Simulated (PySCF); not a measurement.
Method: PySCF with TPSSh-D3(BJ)/def2-TZVP // PBE-D3(BJ)/def2-SVP. Gas-phase values, no solvent. 

Reference species: [Cd(Cl)2] (neutral, multiplicity 1).

HOMO–LUMO gap: 5.44 eV
mean distance from the central atom to its bonded neighbours: 2.288 Å
charge on the central atom (Mulliken): 0.81 e

Changed species: [Cd(Cl)(Br)] (1 of 2 Cl replaced by Br; the reference has 0 of 2 Cl replaced by Br).

### Question
Predict the effect on the HOMO–LUMO gap, mean distance from the central atom to its bonded neighbours and charge on the central atom (Mulliken).

### Answer
the HOMO–LUMO gap drops by 0.31 eV, to 5.13 eV; the mean distance from the central atom to its bonded neighbours rises by 0.065 Å, to 2.353 Å; the charge on the central atom (Mulliken) falls by 0.04 e, to 0.77 e.
